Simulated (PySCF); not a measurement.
**How methods differ on the excitation energy of N⁺**

N⁺ [He] 2s2 2p2 (3P) → N⁺ [He] 2s1 2p3 (5S), as a difference of total energies. Calculation: PySCF 2.14, in aug-cc-pCVTZ-DK; the spin-free X2C one-electron Hamiltonian (Gaussian nucleus). Correlated levels: valence and next inner shell: nothing frozen. The calculations carry no spin-orbit coupling.

```csv
method,excitation energy (eV),error (eV)
UHF,4.042,-1.748
MP2 (valence and next inner shell),5.277,-0.513
SCS-MP2 (valence and next inner shell),5.879,+0.089
CCSD (valence and next inner shell),5.666,-0.124
CCSD(T) (valence and next inner shell),5.712,-0.078
```

Reference: 5.790 eV (measured; NIST levels, between the centres of gravity of the two terms).

Errors of the correlated levels include the incompleteness of this basis.
